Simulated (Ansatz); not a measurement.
Computed with Ansatz (a quantum-chemistry and plane-wave program) with frozen-core CCSD(T)/cc-pVTZ // PBE0-D3(BJ)/def2-TZVP. The restricted HF reference is unstable towards unrestricted orbitals.

Ansatz 0.2 input:
```yaml
crystal:
  periodic: [false, false, false]
  atoms:
    - { symbol: O, position_ang: [2.315127, 0.517493, -0.02349] }
    - { symbol: C, position_ang: [0.979794, 0.336538, -0.066923] }
    - { symbol: C, position_ang: [0.220392, -0.70979, 0.365778] }
    - { symbol: C, position_ang: [-1.162786, -0.491897, 0.124272] }
    - { symbol: C, position_ang: [-1.419034, 0.698308, -0.477949] }
    - { symbol: S, position_ang: [0.024651, 1.583356, -0.765241] }
    - { symbol: H, position_ang: [2.717198, -0.252471, 0.389307] }
    - { symbol: H, position_ang: [0.63019, -1.595195, 0.835303] }
    - { symbol: H, position_ang: [-1.935907, -1.200014, 0.391649] }
    - { symbol: H, position_ang: [-2.369624, 1.113671, -0.772705] }
basis:
  gaussian: { orbitals: cc-pVTZ }
correlation:
  method: ccsd_t
```

Output:

```
Functional definition: HF
1407 factors; integrals over basis functions are off by at most 1.1e-3 eV
mean field evaluation 1: about -17036.8931 eV, gradient 4.0e1 eV
mean field evaluation 2: about -17037.3604 eV, gradient 4.0e1 eV
mean field evaluation 4: about -17041.3489 eV, gradient 4.7e0 eV
mean field evaluation 8: about -17041.4435 eV, gradient 4.7e-1 eV
mean field evaluation 16: about -17041.4455 eV, gradient 2.6e-6 eV
mean field -17041.44551044 eV, -626.2615714022 hartree, gradient 2.6e-6 eV, S^2 0.000000; 0 other end points of the search recorded, 0 dependent functions left out; unrestricted orbitals would lower it
10 core orbitals not correlated
reference -17041.44551044 eV, -626.2615714022 hartree; 16, 16 occupied and 214, 214 virtual orbitals, 1407 factors
second order -28.44084682 eV of doubles, -0.00000000 eV of singles
cycle   1  -28.10592722 eV  change    3.3e-1 eV  update   1.3e-1
cycle   2  -28.84968550 eV  change   -7.4e-1 eV  update   3.9e-2
cycle   3  -29.01246957 eV  change   -1.6e-1 eV  update   1.8e-2
cycle   4  -28.99916528 eV  change    1.3e-2 eV  update   4.8e-3
cycle   5  -28.99779482 eV  change    1.4e-3 eV  update   2.4e-3
cycle   6  -28.99892377 eV  change   -1.1e-3 eV  update   8.3e-4
cycle   7  -28.99851456 eV  change    4.1e-4 eV  update   3.7e-4
cycle   8  -28.99828397 eV  change    2.3e-4 eV  update   1.7e-4
cycle   9  -28.99834275 eV  change   -5.9e-5 eV  update   5.9e-5
cycle  10  -28.99834262 eV  change    1.3e-7 eV  update   1.9e-5
perturbative correction -1.50288170 eV, -0.0552298839 hartree
Total energy: -17071.94673477 eV, -627.3824707217 hartree
```

Cost: around 3 core-minutes (rough).
